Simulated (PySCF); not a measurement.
**A search over the determinants of AlAs**

Unrestricted PBE0; basis Al def2-SVP, As def2-SVP; no relativity; PySCF 2.14. Outer shells of the fragments: Al 3s2 3p1; As 3d10 4s2 4p3.

Followed along the bond (rough minima from three points):

```csv
2Ms+1,unpaired,⟨S²⟩ at the start,R at minimum (Å),Te (eV)
3,π ↑↑,2.01,2.54,0.00
3,"σ ↑, π ↑",2.02,2.31,0.05
1,"σ ↓, π ↑",1.02,2.29,0.20
1,π ↑↓,1.01,2.54,0.33
1,none,0.00,none in the scan,≤ 0.95
```

Solutions found at the starting distance of 2.370 Å, counted from the lowest of them; the search is not exhaustive and high or unbound solutions are not listed, so other states can lie among these:

```
2Ms+1    unpaired   term  E (eV)  ⟨S²⟩  ⟨Lz²⟩  μ (D)
    3    σ ↑, π ↑     ³Π    0.00  2.02   1.01  -2.12
    3        π ↑↑    ³Σ⁻    0.04  2.01   0.00  -0.01
    1    σ ↓, π ↑  mixed    0.16  1.02   1.01  -2.25
    1        π ↑↓  mixed    0.36  1.01   2.01   0.08
    1        none    ¹Σ⁺    1.13  0.00   0.00  -3.40
    1        none  mixed    1.30  0.00   2.00   0.42
    5  σ ↑, π ↑↑↑     ⁵Π    1.77  6.01   1.00   0.37
    3  σ ↑, π ↑↑↓  mixed    2.27  3.01   3.02   0.27
    3  σ ↓, π ↑↑↑  mixed    2.43  3.02   1.00   0.83
    3        π ↑↑  mixed    2.86  2.05   2.01  -1.79
```

A term symbol is given only where ⟨S²⟩ and ⟨Lz²⟩ are close to those of a pure state; real π, δ and φ orbitals otherwise mix terms. A positive dipole means Al(−)As(+).

Problem. Compare the gap between the two lowest followed solutions at the starting distance with the gap between their minima.

Solution. At PBE0 the second solution (triplet, unpaired electrons σ ↑, π ↑) lies -0.04 eV from the first (triplet, unpaired electrons π ↑↑) at 2.370 Å and +0.05 eV at the minima; the two curves relax by different amounts, since their minima lie near 2.31 and 2.54 Å.

Spin–orbit coupling is left out.
